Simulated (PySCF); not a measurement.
PySCF input file for CH7FO2Si2, SMILES O[Si](F)(C[SiH3])O, SMD-M06-2X/def2-SVP. Geometry: B3LYP-D3(BJ)/def2-SVP. The structure was generated by enumeration, and PubChem lists no compound with its InChIKey, so it may never have been made. Other conformers were not sampled.

```python
import numpy as np
from pyscf import gto, scf, dft
from pyscf.solvent import smd

mol = gto.M(
    atom='''
    O     1.60231863    1.33161401    1.04582943
    Si    0.65279803    0.47609221   -0.00711658
    O     1.28828796   -1.03707397   -0.14046557
    F     0.73356738    1.25059318   -1.43966365
    C    -1.12796772    0.30188325    0.46466019
    Si   -1.90197888   -1.38113054    0.06428957
    H     1.60218968    2.29275144    0.97055914
    H     2.24529705   -1.12035376   -0.22486102
    H    -1.22937143    0.47682825    1.54919672
    H    -1.70869744    1.08883384   -0.04556667
    H    -1.31436787   -2.44514712    0.92279535
    H    -3.37204895   -1.32150879    0.32421205
    H    -1.69362205   -1.72382575   -1.37065658
    ''',
    basis='def2-SVP',
    charge=0,
    spin=0,
    max_memory=1600,
    verbose=3,
)
mf = dft.RKS(mol, xc='m06-2x').density_fit(auxbasis='def2-universal-jkfit')
mf.grids.level = 4
mf.conv_tol = 1e-9
mf.max_cycle = 100
mf.kernel()
res = {}
for name in ['water', 'diethylether', 'dimethylsulfoxide']:
    s = mf.SMD()
    s.with_solvent.solvent, s.with_solvent.sasa_ng = name, 194
    s.kernel(mf.make_rdm1())
    res[name] = (s.e_tot, s.with_solvent.get_cds(), s.dip_moment(), s.mo_energy, s.converged)
    print(f'SMD {name}: dG(solv) = {(s.e_tot - mf.e_tot) * 627.509474:.3f} kcal/mol, of which CDS {res[name][1] * 627.509474:.3f}')
```

It prints:

```
converged SCF energy = -871.213494820643
converged SCF energy = -871.224958187738
Dipole moment(X, Y, Z, Debye):  0.57566,  2.07612,  1.09640
SMD water: dG(solv) = -7.193 kcal/mol, of which CDS 4.261
converged SCF energy = -871.222846811148
Dipole moment(X, Y, Z, Debye):  0.57765,  1.73380,  1.08244
SMD diethylether: dG(solv) = -5.868 kcal/mol, of which CDS -1.766
converged SCF energy = -871.223362417304
Dipole moment(X, Y, Z, Debye):  0.56673,  1.89966,  1.17182
SMD dimethylsulfoxide: dG(solv) = -6.192 kcal/mol, of which CDS -0.192
```

Self-consistency was reached.
